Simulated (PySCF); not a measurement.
## I²⁺: excitation energy

I²⁺ [Kr] 4d10 5s2 5p3 (4S) → I²⁺ [Kr] 4d10 5s2 5p2 5d1 (high-spin determinant), as a difference of total energies. All numbers are calculated (PySCF 2.14, a scalar-relativistic core potential, in aug-cc-pwCVDZ-PP with ECP28MDF). Correlated levels: valence: 4s2 4p6 4d10 frozen. The calculations carry no spin-orbit coupling.

```
           method  excitation energy (cm⁻¹)
              UHF                    119440
    MP2 (valence)                    118830
SCS-MP2 (valence)                    118340
   CCSD (valence)                    118330
CCSD(T) (valence)                    116470
```

The promoted electron is Rydberg-like, and one or two diffuse shells describe it only roughly, which tends to raise the upper state.

The coupled-cluster amplitudes are large for the upper state (T1 above 0.03 or a double amplitude above 0.15), so a single reference is strained.

The determinant of the upper state mixes LS terms, which raises its energy above the lowest term, most at the Hartree-Fock and MP2 levels.
